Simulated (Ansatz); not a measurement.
Basis-set extrapolation for CH$_{9}$NO$_{2}$Si$_{2}$ (`CO[SiH2]N[SiH2]O`) (PBE0-D4/def2-TZVP geometry, frozen core, Ansatz). Multiplicity 1, RHF reference.

```json
{"": "HF", "def2-TZVPP": "-825.432927", "def2-QZVPP": "-825.464184"}
{"": "MP2 correlation", "def2-TZVPP": "-1.110378", "def2-QZVPP": "-1.194892"}
{"": "CCSD(T) correlation", "def2-TZVPP": "-1.203173", "def2-QZVPP": "not run"}
```

Energies in hartree. Use E(X) = E(∞) + A·exp(−7.88·√X) for Hartree–Fock and E(X) = E(∞) + B·X^(−2.97) for correlation, with X = 3 and 4, and add CCSD(T) minus MP2 of the smaller set to the MP2 limit.

**Question.** What is the CCSD(T) energy at the basis-set limit?

**Answer.** HF limit: -825.464184 + (-0.031257) × 0.13774 = -825.46849. MP2 limit: -1.194892 + (-0.084514) × 0.74074 = -1.25749. Higher-order term: -1.203173 − (-1.110378) = -0.09279. Total: -826.81877 hartree, 114.6 kcal/mol below CCSD(T)/def2-TZVPP.
